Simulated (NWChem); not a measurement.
Two isomers of CH₆O₂Si, each optimised at PBE0/def2-SVP with NWChem. Flexible species stand in one conformer each, which need not be the lowest. 

A: C[SiH](O)O
B: OC[SiH2]O

**Question.** Which is lower in energy, by how much, and how do their other properties compare?

**Answer.** A is lower by 47.7 kcal/mol in electronic energy; with zero-point energies, B − A = 47.9 kcal/mol.
|  | A | B |
|---|---|---|
| highest occupied level (eV) | -8.41 | -8.04 |
| orbital gap (eV) | 9.72 | 8.85 |
| dipole (D) | 2.03 | 3.08 |
| highest harmonic frequency (cm⁻¹) | 3949 | 3879 |
| zero-point energy (kcal/mol) | 46.2 | 46.3 |
